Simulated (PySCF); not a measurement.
Mo(O)2(Cl)(OMe) (CH3ClMoO3), SMILES [O]=[Mo]([O]C)([Cl])=[O], multiplicity 1.

The structure is a stationary point at B3LYP-D3(BJ)/def2-SVP. The geometry has at least one imaginary mode, so it is a saddle point at that level. The multiplicity is an assumed one; no other spin state was optimised. The structure was generated by enumeration; whether it is a known compound was not checked. The def2 effective core potentials stand for the cores of Mo; spin–orbit coupling is left out. Other conformers were not sampled.

These are PBE/def2-TZVP (PySCF) values and carry that method's errors.

The molecule is in vacuum.

```
Item                                                                                                             Value
---------------------------------------------------------------------------------------------  -----------------------
total energy                                                                                        -793.88986 hartree
highest occupied level                                                                                        -7.68 eV
lowest empty level                                                                                            -3.55 eV
orbital gap                                                                                                    4.13 eV
dipole moment                                                                                                   3.77 D
quadrupole, principal values (traceless, Buckingham form, about the centre of nuclear charge)  -6.30, -6.12, 12.42 D·Å
mean static polarisability                                                                       76.2 bohr³ (11.30 Å³)
polarisability, principal values                                                                63.7, 70.3, 94.7 bohr³
```
